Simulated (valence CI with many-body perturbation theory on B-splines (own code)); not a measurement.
Valence orbitals of La³⁴⁺

Calculated by relativistic CI+MBPT: five valence electrons over a frozen Dirac-Fock core [Ar], radial functions for each j: 7 s, 7 p, 8 d, 6 f, 4 g, 1 h, with the one-electron correlation potential Σ1 (screened to all orders), the two-electron term Σ2, the three-electron term Σ3, Breit, model QED; selected single and double excitations, second order for the rest (own B-spline code, finite nucleus).

No measured spectrum was set against this ion. As an estimate, large intervals hold to a few tenths of a per cent, small ones and those within an open d or f shell to about a per cent. Only levels of the ground parity were solved; by the run's estimate the other parity begins above the list, which can be wrong where configurations are misplaced.

These are the spectroscopic orbitals of the CI (the correlating ones are not listed), shaped by the core and the other valence electrons. h is the expectation value of the core's Dirac-Fock operator, without the valence repulsion; Σ1 is computed up to l = 3 at one energy for each symmetry, that of its lowest orbital but kept below the first core excitation, so for empty shells it is not the orbital's own correlation shift; Breit and QED include the response of the core.

| Orbital | h (hartree) | Σ1 (cm⁻¹) | Breit (cm⁻¹) | QED (cm⁻¹) | ⟨r⟩ (bohr) |
| --- | --- | --- | --- | --- | --- |
| 4s1/2 | -58.179 | -7360 | 5002 | 3693 | 0.5362 |
| 5s1/2 | -35.539 | -2796 | 2429 | 1822 | 0.8773 |
| 6s1/2 | -23.968 | -1396 | 1333 | 1015 | 1.307 |
| 4p1/2 | -56.107 | -9625 | 7890 | -94.5 | 0.5332 |
| 5p1/2 | -34.517 | -3544 | 3930 | -43.1 | 0.8814 |
| 6p1/2 | -23.392 | -1748 | 2193 | -23.2 | 1.318 |
| 4p3/2 | -54.773 | -9144 | 4877 | 278 | 0.5474 |
| 5p3/2 | -33.875 | -3466 | 2439 | 142 | 0.8989 |
| 6p3/2 | -23.034 | -1729 | 1441 | 80.9 | 1.339 |
| 3d3/2 | -98.152 | -21358 | 10726 | -946 | 0.2358 |
| 4d3/2 | -51.807 | -9510 | 3796 | -258 | 0.5247 |
| 5d3/2 | -32.445 | -3709 | 1852 | -119 | 0.8922 |
| 3d5/2 | -97.316 | -20282 | 5319 | -472 | 0.2388 |
| 4d5/2 | -51.507 | -9247 | 1936 | -104 | 0.5284 |
| 5d5/2 | -32.297 | -3589 | 935 | -44.1 | 0.8968 |
| 4f5/2 | -48.759 | -21403 | 389 | -150 | 0.4799 |
| 5f5/2 | -31.04 | -8851 | 177 | -73.0 | 0.8596 |
| 4f7/2 | -48.66 | -18730 | -175 | -93.0 | 0.4814 |
| 5f7/2 | -30.985 | -7706 | -65.8 | -43.4 | 0.8614 |
| 5g7/2 | -30.254 |  | 26.1 | -16.7 | 0.7779 |
| 5g9/2 | -30.231 |  | -25.1 | -2.9 | 0.7788 |

Among the shells of the start configuration 3d5, Σ1 is largest in size for 3d3/2, where it is 0.099 % of h.

Lowest root of each symmetry, sizes in configuration state functions:

```csv
J,Parity,Roots,Reference,Variational,Second order,Change by selected CI (cm⁻¹),Change by second order (cm⁻¹)
1/2,even,4,39,17589,85930,-19505,-4
3/2,even,7,67,25158,345241,-19035,-40
5/2,even,10,81,26789,167552,-16689,-99
7/2,even,7,72,24162,182256,-18246,-227
9/2,even,5,56,24137,19886,-18398,-190
11/2,even,3,35,24491,161133,-18170,-39
13/2,even,1,18,19376,6822,-17971,-8
```
